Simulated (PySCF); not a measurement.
**Working out the excitation energy of As⁺**

As⁺ [Ar] 3d10 4s2 4p2 (3P) → As⁺ [Ar] 3d10 4s1 4p2 4d1 (high-spin determinant). Computed with PySCF 2.14 in aug-cc-pVDZ-DK, with the spin-free X2C one-electron Hamiltonian (Gaussian nucleus). Frozen: [Ar] 3d10. Energies in hartree (1 hartree = 27.21139 eV):

```csv
part,As⁺ (lower),As⁺ (upper)
UHF,-2258.571121,-2257.924934
CCSD correlation,-0.059123,-0.032996
(T),-0.000716,-0.002795
```

Task: What does Hartree-Fock give?

Result: (-2257.924934) − (-2258.571121) = 0.646187 hartree = 17.584 eV.

Task: What do CCSD and CCSD(T) give?

Result: The CCSD correlation energies differ by 0.026127 hartree = 0.711 eV and the triples by -0.002079 hartree = -0.057 eV, so CCSD gives 18.295 eV and CCSD(T) 18.238 eV.

One determinant mixes LS terms, so it does not stand for a single term.

A double-zeta basis recovers only part of the correlation energy.

The coupled-cluster amplitudes are large, so a single reference is strained.
